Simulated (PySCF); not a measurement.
A calculated (LDA, PySCF 2.14, ANO-RCC-VTZP, scalar relativity by spin-free X2C-1e) atom or ion has these occupied shells.

```tsv
shell	electrons	orbital energy (eV)	rms radius, mean of both spins (bohr)
1s β	1	-38618.4	0.0286
1s α	1	-38618.4	0.0286
2s α	1	-6153.4	0.116
2s β	1	-6153.3	0.116
2p α	3	-5525.7	0.104
2p β	3	-5525.6	0.104
3s α	1	-1319.5	0.305
3s β	1	-1319.4	0.305
3p α	3	-1118.2	0.305
3p β	3	-1118.1	0.305
3d α	5	-824.80	0.282
3d β	5	-824.76	0.282
4s α	1	-269.33	0.696
4s β	1	-269.26	0.696
4p α	3	-203.60	0.739
4p β	3	-203.52	0.739
4d α	5	-107.70	0.828
4d β	5	-107.61	0.828
5s α	1	-43.099	1.65
5s β	1	-42.575	1.65
5p α	3	-26.757	1.93
5p β	3	-26.065	1.93
5d α	2	-7.866	3.15
```

Q: Name the element and its charge.

A: La⁺ (lanthanum, charge +1), in [Xe] 5d2, high-spin 3F determinant.
